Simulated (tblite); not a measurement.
C₄H₉AlGeO.
Atom-mapped SMILES: `[CH3:1][O:2][AlH:3][C@@H:4]1[CH:5]=[CH:6][GeH2:7]1` (hydrogens: H8, H9, H10 on C1; H11 on Al3; H12 on C4; H13 on C5; H14 on C6; H15, H16 on Ge7)

Computed with GFN2-xTB (tblite), gas phase: L-BFGS steps from a force-field or distance-geometry start until the largest atomic force falls under 0.01 eV/Å.

The end geometry, which sets the zero of energy:
```
atom  x, y, z in Å
C1      3.5298    0.1152    0.3228
O2      2.2008   -0.2526    0.0853
Al3     0.6412   -0.6787   -0.2160
C4     -0.9185   -0.2485    0.9468
C5     -2.1102   -1.0336    0.4947
C6     -2.9374   -0.2416   -0.1994
Ge7    -1.8712    1.3568    0.1414
H8      3.8737   -0.3201    1.2640
H9      3.6108    1.2030    0.3823
H10     4.1662   -0.2441   -0.4884
H11     0.3643   -1.3049   -1.5873
H12    -0.7654   -0.2447    2.0324
H13    -2.2397   -2.0903    0.6960
H14    -3.8419   -0.5376   -0.7061
H15    -1.2504    2.1437   -1.0030
H16    -2.4596    2.3870    1.0906
```

**Question.** These geometries come from the run, each turned onto the end geometry. Order them by energy, lowest first.
A.
```
atom  x, y, z in Å
C1      3.3624    0.1177    0.2602
O2      2.0356    0.3770   -0.0901
Al3     0.6262   -0.4474   -0.2784
C4     -0.8921   -0.2035    0.9624
C5     -2.0168   -1.0424    0.4785
C6     -2.8868   -0.2697   -0.1846
Ge7    -1.9528    1.4141    0.1848
H8      3.3702   -0.5087    1.1528
H9      3.8997    1.0484    0.4473
H10     3.8390   -0.4664   -0.5231
H11     0.8072   -1.6150   -1.2520
H12    -0.6866   -0.3189    2.0366
H13    -2.0620   -2.1270    0.5803
H14    -3.7420   -0.6448   -0.7168
H15    -1.2525    2.1973   -0.9368
H16    -2.4560    2.4984    1.1350
```
B.
```
atom  x, y, z in Å
C1      3.4844    0.1093    0.2947
O2      2.1057    0.0842    0.0337
Al3     0.6324   -0.6032   -0.2360
C4     -0.9354   -0.1756    0.9490
C5     -2.0591   -1.0267    0.4614
C6     -2.9800   -0.2924   -0.1794
Ge7    -1.9804    1.3954    0.2424
H8      3.6594   -0.4346    1.2268
H9      3.8688    1.1298    0.4064
H10     4.0155   -0.3606   -0.5374
H11     0.5705   -1.5857   -1.4441
H12    -0.6654   -0.2888    2.0048
H13    -2.0981   -2.0943    0.6307
H14    -3.7889   -0.6400   -0.8177
H15    -1.3024    2.2128   -0.8913
H16    -2.5347    2.5793    1.1119
```
C.
```
atom  x, y, z in Å
C1      3.2799    0.1522    0.2297
O2      2.0730    0.7481   -0.2226
Al3     0.7892   -0.4779   -0.1290
C4     -0.8778   -0.1900    0.9200
C5     -1.9769   -1.0967    0.4352
C6     -2.8246   -0.2529   -0.1559
Ge7    -1.8253    1.3802    0.1893
H8      3.0335   -0.4811    1.1031
H9      4.0395    0.8856    0.5379
H10     3.6655   -0.4972   -0.5619
H11     0.8206   -1.6883   -1.1715
H12    -0.7386   -0.1985    1.9877
H13    -2.0415   -2.1889    0.5454
H14    -3.7403   -0.4236   -0.6528
H15    -1.1984    2.0515   -1.0237
H16    -2.4851    2.2863    1.2252
```
D.
```
atom  x, y, z in Å
C1      3.5611    0.0991    0.3145
O2      2.2042   -0.1845    0.1001
Al3     0.6525   -0.6421   -0.2141
C4     -0.9145   -0.1723    0.9241
C5     -2.0671   -1.0129    0.4530
C6     -2.9381   -0.2364   -0.2038
Ge7    -1.9517    1.3940    0.1940
H8      3.9023   -0.3658    1.2438
H9      3.7172    1.1807    0.3782
H10     4.1544   -0.3103   -0.5055
H11     0.3635   -1.4781   -1.4682
H12    -0.7571   -0.2060    2.0049
H13    -2.1510   -2.0848    0.5903
H14    -3.8329   -0.5357   -0.7254
H15    -1.3378    2.1672   -0.9504
H16    -2.6124    2.3968    1.1209
```
E.
```
atom  x, y, z in Å
C1      3.5640    0.0871    0.3099
O2      2.2252   -0.2620    0.1016
Al3     0.6580   -0.6754   -0.1776
C4     -0.9246   -0.1837    0.9333
C5     -2.0774   -1.0135    0.4516
C6     -2.9446   -0.2394   -0.2119
Ge7    -1.9445    1.3964    0.1665
H8      3.9212   -0.3471    1.2466
H9      3.6618    1.1735    0.3610
H10     4.1787   -0.2869   -0.5113
H11     0.3923   -1.4200   -1.4916
H12    -0.8005   -0.1908    2.0230
H13    -2.1497   -2.0835    0.6099
H14    -3.8403   -0.5604   -0.7198
H15    -1.3549    2.2234   -0.9647
H16    -2.5720    2.3912    1.1296
```

**Answer.** E (0.002 eV), D (0.024 eV), B (0.252 eV), A (0.487 eV), C (1.073 eV).

In the order of the answer:

```tsv
step	E above end (eV)	largest force (eV/Å)	rms force component (eV/Å)	rms distance from end (Å)	rms bond change (Å)	bond most changed (Å)
45	0.002	0.02	0.007	0.082	0.001	C4–C5 +0.003
27	0.024	0.17	0.063	0.097	0.006	C4–Ge7 -0.018
18	0.252	0.61	0.198	0.195	0.023	C6–Ge7 +0.055
13	0.487	0.66	0.171	0.321	0.015	C4–Ge7 +0.052
1	1.073	1.51	0.449	0.459	0.041	O2–Al3 +0.133
```

The cost below is that of the whole relaxation. Hardware: one thread, Arm Neoverse N1 (aarch64), no GPU, shared host with 64 logical CPUs at a one-minute load of 60. Cost: 1.2 s of wall time.
